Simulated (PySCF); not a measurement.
PySCF 2.14 output of an unrestricted r2SCAN calculation on a single atom or ion in aug-cc-pVTZ, with the non-relativistic Hamiltonian (point nucleus):

```
SCF conv_tol = 1e-09
number electrons alpha = 14  beta = 9
    J. W. Furness, A. D. Kaplan, J. Ning, J. P. Perdew, and J. Sun.,  J. Phys. Chem. Lett. 11, 8208-8215 (2020)
    J. W. Furness, A. D. Kaplan, J. Ning, J. P. Perdew, and J. Sun.,  J. Phys. Chem. Lett. 11, 9248-9248 (2020)
    J. W. Furness, A. D. Kaplan, J. Ning, J. P. Perdew, and J. Sun.,  J. Phys. Chem. Lett. 11, 8208-8215 (2020)
    J. W. Furness, A. D. Kaplan, J. Ning, J. P. Perdew, and J. Sun.,  J. Phys. Chem. Lett. 11, 9248-9248 (2020)
cycle= 1 E= -1149.83475191443  delta_E= -0.00927  |g|= 0.0273  |ddm|= 0.965
cycle= 2 E= -1149.83486601491  delta_E= -0.000114  |g|= 0.0179  |ddm|= 0.249
cycle= 3 E= -1149.83492741809  delta_E= -6.14e-05  |g|= 0.00338  |ddm|= 0.0936
cycle= 4 E= -1149.83492980927  delta_E= -2.39e-06  |g|= 0.000203  |ddm|= 0.0217
cycle= 5 E= -1149.83492984124  delta_E= -3.2e-08  |g|= 1.24e-05  |ddm|= 0.00225
cycle= 6 E= -1149.83492984138  delta_E= -1.46e-10  |g|= 5.52e-07  |ddm|= 9.72e-05
converged SCF energy = -1149.83492984138  <S^2> = 8.7506104  2S+1 = 6.0002035
```

The run itself started from symmetry-adapted Hartree-Fock orbitals and held the occupation by maximum overlap, on a logarithmic radial grid, so the iterations belong to that start.

Task: Which element, charge and spin multiplicity is this?

Result: Mn²⁺ (manganese, charge +2), multiplicity 6; the state was [Ar] 3d4 4s1, high-spin 6D determinant (an excited configuration).
